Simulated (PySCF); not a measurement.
Excitations are Tamm–Dancoff values on a coarser integration grid. The basis has no diffuse functions, so Rydberg states are missing or too high.

Cartesian coordinates (Å):
```xyz
7

S     -1.3658    -1.7930     0.3237
Al     0.1752    -0.2616     0.0949
S      2.2395    -0.8865     0.4234
S     -0.2367     1.8200    -0.4341
H     -2.3790    -0.9509     0.0566
H      2.7337     0.3364     0.1590
H     -1.5661     1.6442    -0.5279
```
Charge 0, multiplicity 1.

Task: Give the total energy, dipole moment, S1 excitation (TDA), LUMO and S1–T1 gap (TDA) at the level PBE-D3(BJ)/def2-TZVP // B3LYP-D3(BJ)/def2-TZVP in PySCF.

Result: 
The total energy is -39139.52 eV. The dipole moment is 1.49 D. The S1 excitation (TDA) comes out as 5.05 eV and the LUMO comes out as -1.50 eV. The S1–T1 gap (TDA) is 0.20 eV.
